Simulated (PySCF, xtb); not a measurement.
TeF3, SMILES F[Te](F)F, multiplicity 2. Atoms are numbered in the order given.

```xyz
4

Te     0.0000     0.0000     0.2561
F      0.0000     1.9718     0.0898
F      0.0000    -1.9718     0.0898
F      0.0000     0.0000    -1.6596
```
Charge 0, spin multiplicity 2.

The structure is a stationary point at B3LYP-D3(BJ)/def2-SVP. The multiplicity is an assumed one; other spin states were not compared. The isomer is the one that the SMILES or the coordinates give; other isomers of the formula were not compared. The def2 effective core potentials stand for the cores of Te; spin–orbit coupling is left out.

Computed with C-PCM-ωB97X/def2-SVP in PySCF.

The values are the electrostatic part of the solvation free energy, E(continuum) − E(gas) at the gas-phase geometry, in a cavity of scaled van der Waals radii (PySCF's table); cavitation and dispersion terms are not included. The dipole moment in vacuum is 2.71 D.

Computed values in water (ε = 78.36), cyclohexanone (ε = 15.62), 1-octanol (ε = 9.86):
```tsv
solvent	ε	ΔG(elec) (kcal/mol)	dipole (D)
water	78.36	-9.0	3.35
cyclohexanone	15.62	-8.5	3.31
1-octanol	9.86	-8.1	3.28
```

For comparison, GFN2-xTB/ALPB(water) (xtb, at the GFN2-xTB geometry, all terms of that model) gives 0.3 kcal/mol.
